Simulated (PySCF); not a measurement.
## Cost of excited-state runs on `F[C@H]1[C@@H](C#CC)C[Se]1`, C₆H₇FSe

Molfile (atoms numbered from 1):
```
C6H7FSe
     RDKit          3D

 15 15  0  0  0  0  0  0  0  0999 V2000
    3.0154   -0.0355    0.3820 C   0  0  0  0  0  0  0  0  0  0  0  0
    1.6185   -0.0101    0.0167 C   0  0  0  0  0  0  0  0  0  0  0  0
    0.4675    0.0086   -0.3195 C   0  0  0  0  0  0  0  0  0  0  0  0
   -0.9425    0.0511   -0.6332 C   0  0  1  0  0  0  0  0  0  0  0  0
   -1.7500   -1.1708   -0.1664 C   0  0  0  0  0  0  0  0  0  0  0  0
   -3.3053   -0.0556    0.3659 Se  0  0  0  0  0  2  0  0  0  0  0  0
   -1.7324    1.1417    0.1152 C   0  0  1  0  0  0  0  0  0  0  0  0
   -1.1884    1.4836    1.3105 F   0  0  0  0  0  0  0  0  0  0  0  0
    3.6365    0.1327   -0.4973 H   0  0  0  0  0  0  0  0  0  0  0  0
    3.2684   -1.0018    0.8172 H   0  0  0  0  0  0  0  0  0  0  0  0
    3.2161    0.7458    1.1143 H   0  0  0  0  0  0  0  0  0  0  0  0
   -1.0805    0.2072   -1.7086 H   0  0  0  0  0  0  0  0  0  0  0  0
   -1.9733   -1.9106   -0.9321 H   0  0  0  0  0  0  0  0  0  0  0  0
   -1.3215   -1.6483    0.7143 H   0  0  0  0  0  0  0  0  0  0  0  0
   -1.9329    2.0699   -0.4281 H   0  0  0  0  0  0  0  0  0  0  0  0
  1  2  1  0
  2  3  3  0
  3  4  1  0
  4  5  1  0
  5  6  1  0
  6  7  1  0
  7  8  1  0
  7  4  1  0
  1  9  1  0
  1 10  1  0
  1 11  1  0
  4 12  1  6
  5 13  1  0
  5 14  1  0
  7 15  1  6
M  END
```

PySCF with density fitting, on 1 thread of an Arm Neoverse V2, shared host. Command: `OMP_NUM_THREADS=1 python excited_run.py task.json out`

(1) How long does this run take, and how much memory?
- circular dichroism and optical rotation, PBE0/aug-cc-pVDZ; 16 states; writes grids

Answers

(1) 
```
                                    run             level  basis functions  wall time  peak memory (GiB)
circular dichroism and optical rotation  PBE0/aug-cc-pVDZ              260    2.5 min                1.1
```
Times from a shared host are rough.
